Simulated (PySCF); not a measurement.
PySCF input for CdI, SMILES [Cd+][I], charge +1, IEF-PCM-M06-2X/def2-TZVPD. Geometry optimised at r2SCAN-D4/def2-TZVP. The spin state was assumed, not searched. The def2 effective core potentials stand for the cores of Cd, I; spin–orbit coupling is left out.

```python
import numpy as np
from pyscf import gto, scf, dft
from pyscf.solvent import pcm

mol = gto.M(
    atom='''
    Cd    0.00000000    0.00000000   -1.34039222
    I     0.00000000    0.00000000    1.21394013
    ''',
    basis='def2-TZVPD',
    ecp={'Cd': 'def2-tzvp', 'I': 'def2-tzvp'},
    charge=1,
    spin=0,
    max_memory=1600,
    verbose=3,
)
mf = dft.RKS(mol, xc='m06-2x').density_fit(auxbasis='def2-universal-jkfit')
mf.grids.level = 4
mf.conv_tol = 1e-9
mf.max_cycle = 100
mf.kernel()
res = {}
for name, eps in {'water': 78.355, 'dimethylsulfoxide': 46.826, 'methanol': 32.613}.items():
    s = mf.PCM()
    s.with_solvent.method, s.with_solvent.eps, s.with_solvent.lebedev_order = 'IEF-PCM', eps, 29
    s.kernel(mf.make_rdm1())
    res[name] = (s.e_tot, eps, s.dip_moment(), s.mo_energy, s.converged)
    print(f'{name}: electrostatic solvation free energy {(s.e_tot - mf.e_tot) * 627.509474:.3f} kcal/mol')
```

Log of the run:

```
converged SCF energy = -465.057582745839

WARN: PCM is an experimental feature. It is still in testing.
Features and APIs may be changed in the future.

converged SCF energy = -465.21806729547

WARN: System has nonzero charge 1; the dipole moment is origin-dependent.
Location of origin: [0. 0. 0.]

Dipole moment(X, Y, Z, Debye):  0.00000,  0.00000, -11.90210
water: electrostatic solvation free energy -100.706 kcal/mol

WARN: PCM is an experimental feature. It is still in testing.
Features and APIs may be changed in the future.

converged SCF energy = -465.216243778362

WARN: System has nonzero charge 1; the dipole moment is origin-dependent.
Location of origin: [0. 0. 0.]

Dipole moment(X, Y, Z, Debye): -0.00000,  0.00000, -11.82336
dimethylsulfoxide: electrostatic solvation free energy -99.561 kcal/mol

WARN: PCM is an experimental feature. It is still in testing.
Features and APIs may be changed in the future.

converged SCF energy = -465.214283370035

WARN: System has nonzero charge 1; the dipole moment is origin-dependent.
Location of origin: [0. 0. 0.]

Dipole moment(X, Y, Z, Debye): -0.00000,  0.00000, -11.73911
methanol: electrostatic solvation free energy -98.331 kcal/mol
```

The run converged.

Cost: very roughly 21 core-seconds.
